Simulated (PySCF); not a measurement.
**Simulated characterisation data**

[PySCF 2.14: σ from GIAO-PBE0/pcSseg-1; geometry from GFN2-xTB; rapidly exchanging positions averaged; non-relativistic; gas phase; a single conformation]

Referencing at the same level of theory: TMS for ¹H, ¹³C. Splittings of carbon signals by F and P are missing where no couplings were computed. Where no couplings were computed, multiplicities follow the n + 1 count of equivalent neighbours, and m marks all less simple cases (inequivalent or close neighbours, rings, F or P nearby). Shifts are as computed. Against solution values, carbons near 30 ppm lie about +3 ppm off and those near 130 ppm about +5 ppm. Of 1211 compounds with measured shifts, 218 miss one by over three times the rms of a fit or turn the order of signals round; such compounds aren't used in these exercises.

Compound 1 (C$_{6}$H$_{11}$N$_{2}$P). ¹H NMR (500 MHz, computed): δ 7.48 (m, 1H), 6.53 (m, 1H), 3.81 (s, 3H), 2.84 (s, 6H). ¹³C{¹H} NMR (computed): δ 172.5, 153.5, 113.2, 43.9, 40.6. Structure: `CN(C)c1cn(C)cp1`.

Compound 2 (C$_{6}$H$_{7}$F$_{3}$). ¹H NMR (500 MHz, computed): δ 6.12 (m, 1H), 6.07 (m, 1H), 5.44 (m, 1H), 5.25 (m, 1H), 4.70 (m, 1H), 3.04 (m, 1H), 2.59 (m, 1H). ¹³C{¹H} NMR (computed): δ 134.9 (CH), 133.7 (CH), 93.5 (CH), 92.3 (CH), 92.0 (CH), 32.8 (CH2). Structure: `F[C@@H]1[C@H](F)C=CC[C@@H]1F`.
